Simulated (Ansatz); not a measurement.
```yaml
crystal:
  periodic: [false, false, false]
  atoms:
    - {symbol: O, position_ang: [-1.640450, -0.946524, -2.190166]}
    - {symbol: C, position_ang: [-0.659918, -0.454692, -1.879234]}
    - {symbol: Fe, position_ang: [0.897220, 0.322807, -1.433918]}
    - {symbol: C, position_ang: [0.436451, 1.736165, -2.374431]}
    - {symbol: O, position_ang: [0.183868, 2.604079, -3.079757]}
    - {symbol: C, position_ang: [2.480252, 1.107671, -1.052194]}
    - {symbol: O, position_ang: [3.478290, 1.601574, -0.823360]}
    - {symbol: C, position_ang: [1.755815, -1.030256, -2.159417]}
    - {symbol: O, position_ang: [2.309800, -1.853908, -2.733259]}
    - {symbol: O, position_ang: [0.477065, 0.286713, 0.666081]}
    - {symbol: C, position_ang: [0.403836, -0.959579, 1.363390]}
    - {symbol: C, position_ang: [-1.084631, -1.271818, 1.472696]}
    - {symbol: C, position_ang: [-1.759229, 0.110778, 1.367759]}
    - {symbol: C, position_ang: [-0.589616, 1.075375, 1.200199]}
    - {symbol: H, position_ang: [0.856485, -0.822632, 2.352966]}
    - {symbol: H, position_ang: [0.982942, -1.688822, 0.801834]}
    - {symbol: H, position_ang: [-1.405789, -1.920783, 0.657649]}
    - {symbol: H, position_ang: [-1.314116, -1.780300, 2.409439]}
    - {symbol: H, position_ang: [-2.349781, 0.356612, 2.250663]}
    - {symbol: H, position_ang: [-2.423762, 0.151662, 0.504513]}
    - {symbol: H, position_ang: [-0.771404, 1.897424, 0.511976]}
    - {symbol: H, position_ang: [-0.263348, 1.478445, 2.166550]}
basis:
  gaussian: {orbitals: aug-pcseg-2}
magnetization: {spin_polarized: true, initial_magnetization: 2}
hamiltonian: {xc: {name: BLYP}, dispersion: d3bjatm}
accuracy: high
output: {forces: true}
```

```sh
$ ansatz run in.yaml --threads 11 --pin off --events-out ev --progress --plain --max-ram 110592MiB --backend cuda --devices 0, --max-vram 75GiB
```

Output, abridged:

```
Functional definition: BLYP
12725 factors; integrals over basis functions are off by at most 9.9e-9 eV
mean field evaluation 1: about -53017.2774 eV, gradient 1.1e2 eV
mean field evaluation 2: about -52457.2004 eV, gradient 3.2e2 eV
mean field evaluation 4: about -52955.8693 eV, gradient 1.9e2 eV
mean field evaluation 8: about -53055.6212 eV, gradient 7.3e-1 eV
mean field evaluation 16: about -53055.6275 eV, gradient 9.4e-8 eV
mean field -53055.62747047 eV, -1949.7583471438 hartree, gradient 9.4e-8 eV, S^2 2.012625; 8 other end points of the search recorded, 1 dependent functions left out
reference -53055.62756467 eV, -1949.7583506056 hartree; 62, 60 occupied and 800, 802 virtual orbitals, 12725 factors
Total energy: -53057.22576080 eV, -1949.8170832300 hartree
Atom 0 at    -1.640450    -0.946524    -2.190166 Å, force    -2.006366    -1.070900    -1.453602 eV/Å
Atom 1 at    -0.659918    -0.454692    -1.879234 Å, force     0.486539     0.398844     2.108938 eV/Å
Atom 2 at     0.897220     0.322807    -1.433918 Å, force     0.003524    -0.010135    -0.129866 eV/Å
Atom 3 at     0.436451     1.736165    -2.374431 Å, force     0.657033    -0.576128    -1.364344 eV/Å
Atom 4 at     0.183868     2.604079    -3.079757 Å, force    -0.618185     1.469724    -0.474350 eV/Å
Atom 5 at     2.480252     1.107671    -1.052194 Å, force    -1.356032    -0.533621     1.499300 eV/Å
Atom 6 at     3.478290     1.601574    -0.823360 Å, force     2.393583     1.124947    -0.224803 eV/Å
Atom 7 at     1.755815    -1.030256    -2.159417 Å, force     0.049515     0.695902    -1.461202 eV/Å
Atom 8 at     2.309800    -1.853908    -2.733259 Å, force     0.775504    -1.450911    -0.247420 eV/Å
Atom 9 at     0.477065     0.286713     0.666081 Å, force     0.395784     0.268263     0.910103 eV/Å
Atom 10 at     0.403836    -0.959579     1.363390 Å, force     0.250316    -0.484678     0.384548 eV/Å
Atom 11 at    -1.084631    -1.271818     1.472696 Å, force    -0.234843    -0.426171     0.062860 eV/Å
Atom 12 at    -1.759229     0.110778     1.367759 Å, force    -0.482851     0.084261     0.026458 eV/Å
Atom 13 at    -0.589616     1.075375     1.200199 Å, force    -0.253631     0.535819     0.300007 eV/Å
Atom 14 at     0.856485    -0.822632     2.352966 Å, force     0.096543    -0.059760     0.121716 eV/Å
Atom 15 at     0.982942    -1.688822     0.801834 Å, force     0.110479    -0.145737    -0.096828 eV/Å
Atom 16 at    -1.405789    -1.920783     0.657649 Å, force    -0.032022    -0.067240    -0.103299 eV/Å
Atom 17 at    -1.314116    -1.780300     2.409439 Å, force    -0.041880    -0.072367     0.137214 eV/Å
Atom 18 at    -2.349781     0.356612     2.250663 Å, force    -0.090647     0.027963     0.129730 eV/Å
Atom 19 at    -2.423762     0.151662     0.504513 Å, force    -0.067244     0.003374    -0.108756 eV/Å
Atom 20 at    -0.771404     1.897424     0.511976 Å, force    -0.041514     0.161852    -0.123266 eV/Å
Atom 21 at    -0.263348     1.478445     2.166550 Å, force     0.006396     0.126700     0.106861 eV/Å
Dipole moment:    -0.378307    -0.116783     0.847156 e Å
```

Hardware: 11 threads of an AMD EPYC 7R13 on a shared host and a whole NVIDIA H100 80 GB. Wall time 41 s, peak host memory 3.8 GiB.
